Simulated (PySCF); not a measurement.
**Correlation energy of P(2+) (phosphorus, charge +2)**

[Ne] 3s2 3p1, 2P determinant. Computed with PySCF 2.14 in aug-cc-pV(5+d)Z (8s7p6d4f3g2h, 136 functions), with no relativity, point nucleus. Frozen: [Ne]; 3 electrons correlated.

MP2 pair energies summed by pair of shells (mhartree):

| pair | energy | share (%) |
| --- | --- | --- |
| 3s-3s | -27.13 | 53.9 |
| 3s-3p | -23.16 | 46.1 |

Total MP2 correlation energy: -50.29 mhartree.

Same-spin part -3.11 and opposite-spin part -47.18 mhartree; SCS-MP2 scales them by 1/3 and 6/5 to -57.66 mhartree.
